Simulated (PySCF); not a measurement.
Vibration and rotation of PbS

RHF-CCSD(T) constants of PbS, ¹Σ⁺ (singlet), closed shell (basis Pb def2-SVPD with ECP60, S def2-SVPD; scalar-relativistic core potentials; PySCF 2.14; masses 207.9766 and 31.9721 u):

```
ωe           : 408.9 cm⁻¹
ωexe         : 1.07 cm⁻¹
Be           : 0.10955 cm⁻¹
αe           : 0.000380 cm⁻¹
De to Pb + S : 4.17 eV
```

Problem. What force constant and bond length do these constants imply?

Solution. Reduced mass μred = 27.712 u; k = 5.8918×10⁻⁷·μred·ωe² (u, cm⁻¹, mdyn/Å) = 2.73 mdyn/Å; Re = √(16.8576/(μred·Be)) (u, cm⁻¹, Å) = 2.356 Å.

Problem. Estimate the centrifugal constant D from the Kratzer relation and find the Dunham coefficient a1.

Solution. D = 4Be³/ωe² = 3.15e-08 cm⁻¹; a1 = −1 − αeωe/(6Be²) = -3.16.

Measured values (Huber and Herzberg, Constants of Diatomic Molecules (1979)): ωe = 429.4 cm⁻¹, ωexe = 1.3 cm⁻¹, Be = 0.11631868 cm⁻¹, αe = 0.00043509 cm⁻¹.

Correlated steps freeze 9 core orbitals. Correlated levels converge slowly with the basis: in double zeta they bind strong bonds too weakly, by up to about 1 eV, and carry superposition errors of some tenths. Spin–orbit coupling is left out, which matters for elements this heavy, above all for dissociation energies. Where the molecule has an RHF reference, its open-shell atoms are computed with UHF. The CCSD T1 diagnostic is raised, a sign that a single reference may not be enough here.
